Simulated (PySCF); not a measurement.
Computed shifts of a molecule C2H6ClFSi2, PBE/pcSseg-1 run with PySCF, GIAO, gas phase, atoms alike by connectivity averaged where their shifts nearly agree, in ppm (number of nuclei): ¹³C: 178.0 (1), 114.7 (1). ¹⁹F: -116.6 (1). ²⁹Si: -12.8 (1), -105.1 (1). ¹H: 6.01 (1), 5.94 (1), 5.82 (1), 3.97 (3). References: ¹³C against TMS (σ = 182.0 ppm); ¹⁹F against CFCl3 (σ = 133.6 ppm); ²⁹Si against TMS (σ = 335.4 ppm); ³⁵Cl against HCl (σ = 936.5 ppm); ¹H against TMS (σ = 31.49 ppm), references at their B3LYP-D3(BJ)/def2-TZVP geometries, non-relativistic (without spin–orbit terms, shifts of atoms bonded to Cl or Br come out too high). Coordinates come from a PBE0-D3(BJ)/def2-SVP optimisation. Other conformers were not sampled.

**Question.** Identify the compound among the candidates.
A. C=C[Si@@](F)([SiH3])Cl
B. C=C(Cl)[Si@@H](F)[SiH3]
C. F[Si@H](Cl)/C=C/[SiH3]
D. C=C(F)[Si@H]([SiH3])Cl

**Answer.** D, C=C(F)[Si@H]([SiH3])Cl
